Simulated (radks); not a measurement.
Species: the palladium ion Pd2+. Configuration: [Kr] 4d7.5 5p0.5 (fractional occupations, a model configuration).

Calculated with a radial shooting solver on a logarithmic mesh with Libxc functionals: scalar-relativistic Kohn-Sham, BLYP, spin-unpolarised, spherical densities, finite nucleus; Fermi nuclear charge, rms radius 4.5318 fm.

Energy parts (hartree):
| part | energy |
|---|---|
| total | -5045.01583 |
| kinetic | 5233.07461 |
| electron-nucleus | -12145.24872 |
| Hartree | 2010.65824 |
| exchange-correlation | -143.49996 |

Orbitals (lengths in bohr, moments of r in powers of bohr; r(max) is where P^2 peaks; r(90%) holds 90 % of the orbital's charge):
orbital  occ.  eigenvalue (hartree)  r(90%)   r(max)
1s          2             -889.2626  0.0571  0.02066
2s          2             -130.7428   0.214   0.1168
2p          6             -117.3424   0.196  0.09338
3s          2             -24.42577   0.559   0.3418
3p          6             -20.02186   0.570   0.3350
3d         10             -13.02313   0.567   0.2822
4s          2              -4.16785    1.36   0.8492
4p          6              -2.89938    1.52   0.9059
4d        7.5              -1.09239    2.12    1.066
5p        0.5              -0.56125    4.49    2.688

The highest occupied level is 5p at -15.272 eV. The electron density at the nucleus is 1.36e+05 e/bohr^3 (large components only).
